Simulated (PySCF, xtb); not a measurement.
InH, SMILES [InH] (connectivity only; charge and spin as stated), neutral, multiplicity 1.

xtb with GFN2-xTB at its own geometry gives an orbital gap of 3.88 eV and a dipole moment of 4.40 D.

Coordinates come from a B3LYP-D3(BJ)/def2-TZVPD optimisation. The def2 effective core potentials stand for the cores of In; spin–orbit coupling is left out.

Problem. What does PBE/def2-TZVPD in PySCF give? (An estimate is asked for; the answer gives what the named calculation found.)

Solution. gap 2.35 eV (levels -4.80 and -2.44 eV), dipole 0.98 D.
